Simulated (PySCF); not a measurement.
# Structure from NMR data

An unknown has the formula C5H12O2Si2. Its calculated NMR data are:

1H NMR (400 MHz, computed): δ 8.01 (m, 1H), 6.57 (d, 1H), 4.84 (s, 3H), 4.63 (m, 1H), 0.26 (d, 6H).

13C{1H} NMR (computed): δ 171.5 (C), 163.0 (CH), 142.4 (CH), -2.6 (CH3, 2C).

- PBE0/pcSseg-1 with gauge-including orbitals
- geometry from GFN2-xTB
- program: PySCF
- gas phase, equivalent nuclei averaged, non-relativistic Hamiltonian, a single conformation

References, each an isolated molecule treated in the same way: 1H, 13C against TMS.

Question: Which of these isomers gave the spectra?
A. C=CO[Si@](O)([SiH3])C(=C)C
B. C=C[Si@@H](OC)C(=C)O[SiH3]
C. C[SiH](C)/C=C/C(=O)O[SiH3]

Answer: C. 

1. Rings plus π bonds: 2 (no ring in the answer).
2. 4 carbon signals for 5 carbons: some carbons are equivalent by symmetry or fast rotation.
3. Carbon types of the structure: 1 × C, 2 × CH, 2 × CH3, leaving 4 H on heteroatoms.
4. δC 171.5: carbonyl carbon.
5. δC 163.0: β carbon of a C=C–C=O unit; conjugation with the carbonyl draws π density from the β position.
6. δC 142.4: α carbon of a C=C–C=O unit; the olefinic region.
7. δC -2.6: methyl carbon bonded to Si; an electropositive neighbour leaves it electron-rich and shielded.
8. δH 6.57: hydrogen on an α carbon of a C=C–C=O unit; attached to an sp2 carbon and in the plane of the double bond.

The others: C=C[Si@@H](OC)C(=C)O[SiH3] would give 5 carbon signals, not 4; C=CO[Si@](O)([SiH3])C(=C)C would give 5 carbon signals, not 4.

Shifts are as computed. Against solution values, carbons near 30 ppm lie about +3 ppm off and those near 130 ppm about +5 ppm. Of 1211 compounds with measured shifts, 218 miss one by over three times the rms of a fit or turn the order of signals round; such compounds aren't used in these exercises. No couplings were computed; multiplicities are counted from neighbouring protons, with m where these are inequivalent, close in shift, in a saturated or five-membered ring or joined by F or P, and br s for small geminal =CH2 splittings.
